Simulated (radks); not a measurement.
Valence configurations of Gd3+ (all share [Xe]). Calculated with a radial shooting solver on a logarithmic mesh with Libxc functionals: Dirac Kohn-Sham, PBEsol, spin-unpolarised, spherical densities, finite nucleus; open shells are shared between the two j in proportion to 2j + 1; Fermi nuclear charge, rms radius 5.1569 fm. Energies are relative to 4f7; eigenvalues in eV.

valence              E (eV)  e(4f5/2)  e(4f7/2)  e(5d3/2)  e(5d5/2)  e(6p1/2)
4f7                   0.000   -34.137   -33.374         -         -         -
4f6 5d1              11.618   -41.267   -40.448   -26.808   -26.303         -
4f6 6s1              15.118   -44.491   -43.668         -         -         -
4f6 5d0.5 6p0.5      16.068   -43.433   -42.612   -28.362   -27.835   -19.443
4f5 5d0.5 6s1 6p0.5  38.968   -54.748   -53.867   -32.596   -31.971   -21.364
4f5.5 5d0.5 6s1      23.495   -48.404   -47.553   -30.029   -29.460         -
4f5.5 5d1 6s0.5      21.398   -46.739   -45.890   -28.891   -28.338         -
4f6.5 5d0.5           5.156   -37.607   -36.816   -25.856   -25.380         -
4f4 5d0.5 6s2 6p0.5  71.400   -67.005   -66.064   -36.960   -36.228   -23.061
4f5 5d2              28.830   -49.093   -48.217   -28.690   -28.123         -

NIST lists [Xe] 4f7 as the ground configuration; this level of theory agrees among the configurations tried. The energies are those of spherical spin-averaged densities, not of single terms.
